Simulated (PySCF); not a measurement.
**Dipole moment and polarisability of `[CH3][Ge@@H]([GeH3])[CH2][SiH3]`**

C2H12Ge2Si.
Atom-mapped SMILES: `[CH3:1][Ge@@H:2]([GeH3:3])[CH2:4][SiH3:5]` (hydrogens: H6, H7, H8 on C1; H9 on Ge2; H10, H11, H12 on Ge3; H13, H14 on C4; H15, H16, H17 on Si5)

Cartesian coordinates in Å at the PBE0-D3(BJ)/def2-SVP level; atoms count from 1:
```
atom  x, y, z in Å
C1     0.0872   -2.0177   -0.7889
Ge2    0.5875   -0.7059    0.5749
Ge3    2.1586    0.9042   -0.3337
C4    -1.0207    0.2112    1.2446
Si5   -2.0310    1.1118   -0.0564
H6    -0.3286   -1.5174   -1.6752
H7     0.9639   -2.6050   -1.0980
H8    -0.6709   -2.7081   -0.3896
H9     1.2529   -1.4375    1.7646
H10    1.6318    1.5038   -1.6523
H11    3.5145    0.2326   -0.6304
H12    2.4058    2.0635    0.6516
H13   -1.6552   -0.5430    1.7404
H14   -0.7117    0.9298    2.0216
H15   -1.1989    2.1558   -0.7325
H16   -3.2245    1.7820    0.5476
H17   -2.5146    0.1580   -1.1029
```

Level: CAM-B3LYP/def2-SVPD (PySCF), static field, nuclei fixed, core orbitals frozen in the response. The polarisability tensor in these axes (au):

```
x   129.88   1.05  -3.08
y     1.05 118.31  -1.17
z    -3.08  -1.17 106.29
```

Task: What are the eigenvalues, a third of the trace, and Δα (Δα² = ½Σ(αi − αj)² over the three pairs)?

Result: Principal values 105.81, 118.27 and 130.40 au; mean 118.16 au = 17.51 Å³ = 19.48 × 10⁻⁴⁰ C²·m²/J; Δα = 21.29 au (18 % of the mean).

Task: What is the dipole moment, and where does it point?

Result: (-0.39, -0.79, 0.46) D, 0.99 D in size, pointing from the negative to the positive side. Measured along this direction, the outermost atoms are H10 at the negative end and H8 at the positive end.

Task: Directions of the eigenvectors, and the extent of the frame along each?

Result: Largest value along (0.99, 0.10, -0.13), where the nuclei span 6.65 Å; middle along (-0.11, 0.99, -0.07), 4.93 Å; least along (0.12, 0.08, 0.99), 3.81 Å. The response follows the extents in order.

Task: How large is μ²/3kT at 350 K beside α?

Result: In Gaussian units μ²/3kT = 6.78 Å³ against 17.51 Å³, a ratio of 0.39; the Debye molar polarisation (4π/3)N_A(α + μ²/3kT) is 61.3 cm³/mol, leaving out the vibrational part.

Task: Rayleigh depolarisation ratio (linearly polarised light, static tensor)?

Result: ρ = 3Δα²/(45ᾱ² + 4Δα²) = 1359.7/(628282 + 1812.9) = 0.00216.

Task: Molar refractivity from α?

Result: Lorentz–Lorenz: R = (4π/3)N_A α = 2.5225 cm³/(mol·Å³) × 17.51 Å³ = 44.2 cm³/mol, in the limit of long wavelengths.

Task: Find the Langevin capture rate constant for NH4+ (18.034 u) meeting this molecule (211.913 u), k = 2.342 × 10⁻⁹ cm³/s × √(α in Å³ / reduced mass in u).

Result: The reduced mass is 16.62 u, so k = 2.40 × 10⁻⁹ cm³/s. The formula leaves out the permanent dipole, which adds to the capture rate.

One conformer (not necessarily the lowest) at the PBE0-D3(BJ)/def2-SVP geometry, without solvent, vibrations or thermal averaging. The calculation is non-relativistic, for germanium too.
